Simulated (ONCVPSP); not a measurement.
## Reading a pseudo-wave (cobalt)

Columns: radius, all-electron u(r) and pseudo u(r) of the 3d shell (level -45.13 eV) of cobalt in the configuration [Ne] 3s2 3p6 3d6; PBEsol, scalar-relativistic, ONCV scheme, ONCVPSP 4.0.1.

| r (bohr) | all-electron | pseudo |
| --- | --- | --- |
| 0.078 | 0.0496 | 0.0067 |
| 0.155 | 0.2182 | 0.0490 |
| 0.232 | 0.4363 | 0.1501 |
| 0.310 | 0.6428 | 0.3145 |
| 0.388 | 0.8052 | 0.5222 |
| 0.465 | 0.9163 | 0.7368 |
| 0.542 | 0.9817 | 0.9250 |
| 0.620 | 1.0097 | 1.0606 |
| 0.698 | 1.0085 | 1.1272 |
| 0.775 | 0.9870 | 1.1290 |
| 0.852 | 0.9519 | 1.0824 |
| 0.930 | 0.9074 | 1.0063 |
| 1.008 | 0.8576 | 0.9205 |
| 1.085 | 0.8059 | 0.8395 |
| 1.162 | 0.7534 | 0.7679 |
| 1.240 | 0.7006 | 0.7052 |
| 1.318 | 0.6490 | 0.6500 |
| 1.395 | 0.6000 | 0.6001 |
| 1.472 | 0.5533 | 0.5532 |
| 1.550 | 0.5083 | 0.5083 |
| 1.628 | 0.4661 | 0.4660 |
| 1.705 | 0.4270 | 0.4269 |
| 1.782 | 0.3905 | 0.3905 |
| 1.860 | 0.3562 | 0.3561 |
| 1.938 | 0.3244 | 0.3244 |
| 2.015 | 0.2954 | 0.2954 |

Problem. How many radial nodes do the two functions have?

Solution. The all-electron 3d function has n − l − 1 = 0; the pseudo-wave has 0.

Problem. At about which radius was the pseudo-wave matched?

Solution. 1.55 bohr. The columns agree to 0.0005 from 1.40 bohr on; several derivatives are matched, so the curves merge somewhat inside the radius.

Problem. Is the pseudo-wave norm-conserving?

Solution. Yes: the ONCV scheme keeps the norm inside the radius equal to the all-electron one, which fixes the energy derivative of the logarithmic derivative at the level.
